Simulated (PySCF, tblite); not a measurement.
Isomers of C5H8Cl2Si. Level: GFN2-xTB in tblite, geometry and Hessian alike; calculated harmonic values, unscaled, isolated species. The method is semi-empirical: single wavenumbers can be off by several per cent or more. Modes of hydrogen on silicon can be 10 to 20 % off. One conformer each.

Electronic energies: PBE0/pcSseg-1 single points on the GFN2-xTB geometries (PySCF, gas phase).

```tsv
SMILES	electronic energy, lowest = 0 (kcal/mol)
ClC1=C[SiH2]C[C@@H](Cl)C1	15.7
C[SiH2][C@@H]1C(Cl)=C[C@@H]1Cl	41.0
C[Si@@H](Cl)C1=C(Cl)CC1	0.0
Cl[C@@H]1[C@H]2C[SiH2][C@]1(Cl)C2	30.8
C[SiH2][C@@H]1C(Cl)=C[C@H]1Cl	40.6
[SiH3]C[C@@]1(Cl)[C@@H]2[C@@H](Cl)[C@@H]21	64.0
C[C@@]1(Cl)C=C(Cl)C[SiH2]1	19.5
```

How do GFN2-xTB zero-point energies change the relative energies?

| SMILES | ZPE (kcal/mol) | of it from modes above 1550 cm⁻¹ | electronic (kcal/mol) | with ZPE, lowest = 0 (kcal/mol) | lowest mode (cm⁻¹) | rings |
| --- | --- | --- | --- | --- | --- | --- |
| C[Si@@H](Cl)C1=C(Cl)CC1 | 71.2 | 35.8 | 0.0 | 0.0 | 10 | 1 |
| ClC1=C[SiH2]C[C@@H](Cl)C1 | 70.8 | 34.4 | 15.7 | 15.2 | 60 | 1 |
| C[C@@]1(Cl)C=C(Cl)C[SiH2]1 | 69.9 | 34.9 | 19.5 | 18.2 | 45 | 1 |
| Cl[C@@H]1[C@H]2C[SiH2][C@]1(Cl)C2 | 71.6 | 32.3 | 30.8 | 31.2 | 129 | 3 |
| C[SiH2][C@@H]1C(Cl)=C[C@H]1Cl | 68.9 | 34.8 | 40.6 | 38.3 | 40 | 1 |
| C[SiH2][C@@H]1C(Cl)=C[C@@H]1Cl | 69.1 | 34.8 | 41.0 | 38.8 | 68 | 1 |
| [SiH3]C[C@@]1(Cl)[C@@H]2[C@@H](Cl)[C@@H]21 | 67.5 | 31.7 | 64.0 | 60.3 | 32 | 2 |

The zero-point energies span 4.1 kcal/mol, from `[SiH3]C[C@@]1(Cl)[C@@H]2[C@@H](Cl)[C@@H]21` to `Cl[C@@H]1[C@H]2C[SiH2][C@]1(Cl)C2`. The order is unchanged.

And how do the electronic energies of GFN2-xTB itself compare?

`C[Si@@H](Cl)C1=C(Cl)CC1` 0.0; `ClC1=C[SiH2]C[C@@H](Cl)C1` 7.3; `C[C@@]1(Cl)C=C(Cl)C[SiH2]1` 8.8; `Cl[C@@H]1[C@H]2C[SiH2][C@]1(Cl)C2` 12.3; `C[SiH2][C@@H]1C(Cl)=C[C@H]1Cl` 31.4; `C[SiH2][C@@H]1C(Cl)=C[C@@H]1Cl` 30.6; `[SiH3]C[C@@]1(Cl)[C@@H]2[C@@H](Cl)[C@@H]21` 43.0 kcal/mol, lowest = 0. Against the energies above, taken from the same isomer `C[Si@@H](Cl)C1=C(Cl)CC1`, the largest difference is 21.0 kcal/mol.

What do entropy and thermal enthalpy add at 298.15 K and 1 bar (rigid rotor, harmonic oscillator, one conformer each)?

```
                                    SMILES  point group  symmetry number  S (cal/(mol K))  H − H(0) (kcal/mol)  ZPE + H − H(0) − TS (kcal/mol)
                 ClC1=C[SiH2]C[C@@H](Cl)C1           C1                1             94.2                 6.26                            48.9
                C[C@@]1(Cl)C=C(Cl)C[SiH2]1           C1                1             97.6                 6.72                            47.5
         Cl[C@@H]1[C@H]2C[SiH2][C@]1(Cl)C2           C1                1             89.8                 5.83                            50.7
             C[SiH2][C@@H]1C(Cl)=C[C@H]1Cl           C1                1            102.6                 7.09                            45.4
            C[SiH2][C@@H]1C(Cl)=C[C@@H]1Cl           C1                1            100.7                 7.00                            46.1
[SiH3]C[C@@]1(Cl)[C@@H]2[C@@H](Cl)[C@@H]21           C1                1             99.4                 6.76                            44.6
```

Not tabulated: `C[Si@@H](Cl)C1=C(Cl)CC1` (lowest mode only 10 cm⁻¹).
